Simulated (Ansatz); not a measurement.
Ideal-gas functions of `[CH2]1[GeH2][Te]1` at 600 K and 1 bar, from an Ansatz frequency run at PBE0-D4/def2-TZVP.

Molar mass 216.25 g/mol, point group Cs (symmetry number 1), electronic degeneracy 1, moments of inertia 44.436, 312.169, 346.543 u Å². Harmonic wavenumbers (cm⁻¹, unscaled): 249, 430, 478, 487, 558, 675, 756, 847, 879, 919, 1390, 2179, 2195, 3149, 3247.

Use S(trans) = R[1.5 ln M + 2.5 ln T − 1.1517]; rotational temperatures θ = 24.2544 K / I; S(rot) = R[ln(√π/σ · √(T³/θAθBθC)) + 1.5]; for each mode x = 1.438777 ν̃/T, S = R[x/(eˣ − 1) − ln(1 − e⁻ˣ)] and H = RT x/(eˣ − 1); 1 cm⁻¹ = 0.0119627 kJ/mol; R = 8.31446 J/(mol·K).

**Question.** By hand: the entropy, in J/(mol·K).

**Answer.** Translation 190.4. Rotation: θ = 0.5458, 0.0777, 0.07 K, giving 121.2. Vibration, mode by mode: 12.72, 8.42, 7.62, 7.48, 6.49, 5.16, 4.42, 3.72, 3.50, 3.25, 1.33, 0.28, 0.27, 0.04, 0.03, in all 64.7. Electronic 0.0. Sum 376.3 J/(mol·K).

**Question.** By hand: H − E and G − E in kJ/mol, counted from the electronic energy.

**Answer.** Zero-point energy ½ × 18438 × 0.0119627 = 110.3; thermal vibration 23.2; translation, rotation and pV give 4 RT = 20.0. H − E = 153.5 kJ/mol, and G − E = 153.5 − 600 × 376.3/1000 = -72.3 kJ/mol.

Vibration gives 17 % of the entropy.
